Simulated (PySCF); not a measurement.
Finite-field polarisability of Xe (xenon, neutral)

[Xe], closed-shell 1S. Computed with PySCF 2.14 in def2-TZVPPD with the def2 core potential (28 electrons) (7s6p4d2f, 59 functions), with scalar relativity through the core potential. Frozen: 4s2 4p6 4d10. Energy changes in a uniform field (μhartree):

```csv
axis,F (au),HF,MP2,CCSD,CCSD(T)
x,0.0027,-97.655,-98.877,-98.927,-99.261
x,0.0054,-390.716,-395.618,-395.817,-397.158
```

**Question.** Derive α along x at CCSD(T) from the two fields.

**Answer.** With ΔE = −αF²/2 − γF⁴/24, α = −(16 ΔE(F) − ΔE(2F))/(6F²) = 27.23 bohr³.

**Question.** And the mean polarisability at each level?

**Answer.** HF 26.79, MP2 27.12, CCSD 27.14, CCSD(T) 27.23 bohr³. Reference: 27.32 ± 0.2 bohr³ (recommended; Schwerdtfeger and Nagle, table of static dipole polarizabilities (2023 update)).
